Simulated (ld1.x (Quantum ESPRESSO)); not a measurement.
## gold: variants of one PAW potential

Base potential:

```json
{
  "Element": "gold",
  "Generator": "ld1.x (Quantum ESPRESSO) 7.5",
  "Type": "PAW",
  "Functional": "LDA (PZ)",
  "Relativity": "fully relativistic",
  "Frozen core": "[Kr] 4d10 4f14 5s2",
  "Valence charge": "17",
  "Reference configuration": "5p6 5d10 6s0.5 6p0.5",
  "Partial waves": "6s (bound): rcut 2.00, rcutus 2.45 bohr; 6s channel at 0.8 Ry: rcut 2.00, rcutus 2.45 bohr; 5p (bound): rcut 1.40, rcutus 1.65 bohr; 6p (bound): rcut 1.40, rcutus 1.65 bohr; 5d (bound): rcut 1.40, rcutus 1.85 bohr; 5d channel at 3.2 Ry: rcut 1.40, rcutus 1.85 bohr; 5f channel at -0.1 Ry: rcut 2.15, rcutus 2.30 bohr; 5f channel at 1.25 Ry: rcut 2.15, rcutus 2.30 bohr",
  "Local potential": "all-electron potential smoothed inside 1.70 bohr (lloc = -1)",
  "Core correction": "Bessel-smoothed model core inside 1.45 bohr",
  "Augmentation charge": "GAUSS, radius 1.50 bohr"
}
```

Open shells are filled in proportion to 2j + 1 (rel_dist='average').

All-electron outer shells of the reference configuration (LDA (PZ), scalar-relativistic, ld1.x):

```json
{"shell": "5s", "level (eV)": "-109.92", "outermost node (bohr)": "0.48", "outermost maximum (bohr)": "0.84"}
{"shell": "4f", "level (eV)": "-82.72", "outermost node (bohr)": "–", "outermost maximum (bohr)": "0.37"}
{"shell": "5p", "level (eV)": "-61.21", "outermost node (bohr)": "0.52", "outermost maximum (bohr)": "0.96"}
{"shell": "5d", "level (eV)": "-8.22", "outermost node (bohr)": "0.56", "outermost maximum (bohr)": "1.21"}
{"shell": "6s", "level (eV)": "-6.94", "outermost node (bohr)": "1.11", "outermost maximum (bohr)": "2.29"}
{"shell": "6p", "level (eV)": "-1.54", "outermost node (bohr)": "1.32", "outermost maximum (bohr)": "3.42"}
```

Cutoffs, loose and tight: the cutoffs (Ry, on a coarse ladder) from which the occupation-weighted sum of valence levels, in a spherical-Bessel basis at the reference potential, stays within 10 and 1 mRy of its value at 400 Ry. They do not see the model core or the augmentation charge, which bear on the density cutoff. Test errors are all-electron minus pseudo excitation energies from the reference, over the configurations 5p6 5d10 6s1 6p0; 5p6 5d10 6s0 6p0; 5p6 5d9 6s0 6p0; 5p6 5d8 6s0 6p0; 5p5 5d10 6s1 6p0; 5p6 5d9 6s2 6p0; 5p6 5d10 6s0 6p1. A dash means not determined; rows that change the core or the reference have their own tests.

Cutoffs are not given where the Bessel-basis levels miss the radial ones by over 6 mRy, ghosts where they miss by over 20 mRy; a channel whose overlap is not positive is not tested.

| change | outcome | bound ghosts | largest test error (meV) |
| --- | --- | --- | --- |
| base | generated | not determined | -44 |
| core correction a·sin(br)/r model core, default radius (ld1.x builds one for every PAW set, though the input has nlcc=.false.) | generated | not determined | +49 |
| core correction Bessel-smoothed model core inside 0.64 bohr | generated | not determined | -43 |
| core correction Bessel-smoothed model core inside 0.86 bohr | generated | not determined | -43 |
| core correction Bessel-smoothed model core inside 1.08 bohr | generated | not determined | -44 |
| core correction Bessel-smoothed model core inside 1.28 bohr | generated | not determined | -44 |
| core correction Bessel-smoothed model core inside 1.40 bohr | generated | not determined | -44 |
| core correction Bessel-smoothed model core inside 1.60 bohr | generated | not determined | -44 |
| core correction Bessel-smoothed model core inside 1.76 bohr | generated | not determined | -45 |
| core correction Bessel-smoothed model core inside 2.00 bohr | generated | not determined | +45 |
